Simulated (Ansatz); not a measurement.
Input file for Ansatz (a first-principles code): U-wB97X-V/cc-pVTZ on CH5BO (SMILES BOC), a point of a bond scan (R = 2.385 Å).

Ansatz 0.2 input:
```yaml
crystal:
  periodic: [false, false, false]
  atoms:
    - {symbol: B, position_ang: [-0.29601612, 0.11287921, 1.27194518]}
    - {symbol: H, position_ang: [-2.07224454, 0.94043461, 2.63105590]}
    - {symbol: H, position_ang: [0.69681460, -0.37886937, 1.73084670]}
    - {symbol: O, position_ang: [-0.44734906, 0.21797670, -0.05665238]}
    - {symbol: C, position_ang: [0.53525936, -0.23564232, -0.98322630]}
    - {symbol: H, position_ang: [1.39622510, -0.66492676, -0.46632952]}
    - {symbol: H, position_ang: [0.08263230, -0.98692983, -1.63070172]}
    - {symbol: H, position_ang: [0.85577534, 0.60971339, -1.59246502]}
basis:
  gaussian:
    orbitals: cc-pVTZ
hamiltonian:
  xc: {name: wB97X-V}
magnetization: {spin_polarized: true, initial_magnetization: 0}
```

It printed:

```
WARN ansatz: RAYON_NUM_THREADS=1 ignored (pool sized by the plan → 1); use --threads N
Functional definition: wB97X-V
integrals: 0.07 GiB planned
843 factors; their error is unknown
integrals: 0.10 GiB planned
210 factors; integrals over basis functions are off by at most 2.8e-5 eV
mean field: 0.88 GiB planned
mean field evaluation 1: about -3836.0831 eV, gradient 2.6e1 eV
mean field evaluation 2: about -3835.9387 eV, gradient 2.9e1 eV
mean field evaluation 4: about -3838.6103 eV, gradient 1.0e0 eV
mean field evaluation 8: about -3838.6061 eV, gradient 2.7e-1 eV
mean field evaluation 16: about -3838.6063 eV, gradient 4.1e-5 eV
mean field evaluation 32: about -3838.4642 eV, gradient 2.8e0 eV
mean field -3838.65513741 eV, -141.0679743659 hartree, gradient 2.7e-5 eV, S^2 0.277591; 3 other end points of the search recorded, 0 dependent functions left out
reference -3838.65513574 eV, -141.0679743046 hartree; 12, 12 occupied and 148, 148 virtual orbitals, 843 factors
Total energy: -3838.65513574 eV, -141.0679743046 hartree
```

The run converged. Its determinant has ⟨S²⟩ = 0.28, a mixture of spin states.

Cost: around 27 core-seconds (rough).
